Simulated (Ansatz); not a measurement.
Isomers of Ag2H (doublet), relaxed with r2SCAN-D4/def2-TZVP; total energies from Ansatz at CCSD(T)/def2-TZVPP.

| isomer | description | energy (Eh) |
| --- | --- | --- |
| A | point group not assigned; 1 × Ag–Ag 2.64 Å; 1 × Ag–H 1.62 Å | -294.11966 |
| B | point group not assigned; 2 × Ag–H 1.70 Å | -294.12417 |

In the def2 sets Ag takes a core potential; there is no spin–orbit coupling. Correlated methods freeze no core orbitals; core or outer-core shells of Ag are correlated, in sets that lack core-valence functions.

The isomers come from a short search, and lower ones may exist.

Task: Work out the relative energies (1 Eh = 2625.5 kJ/mol) and the Boltzmann populations at 500 K from electronic energies alone (R = 8.314 J/mol/K).

Result: ΔE: A 11.8, B 0.0 kJ/mol. RT = 4.16 kJ/mol. Factors exp(−ΔE/RT): A 0.0586, B 1; sum 1.059. Populations: A 5.5 %, B 94.5 %. Zero-point energy, vibrational entropy and symmetry numbers are left out and can shift these; an error of 4 kJ/mol changes a ratio by a factor of 2.6. Over the other density-functional and correlated levels in def2 sets, the gap between B and A ranges from 12 to 16 kJ/mol.
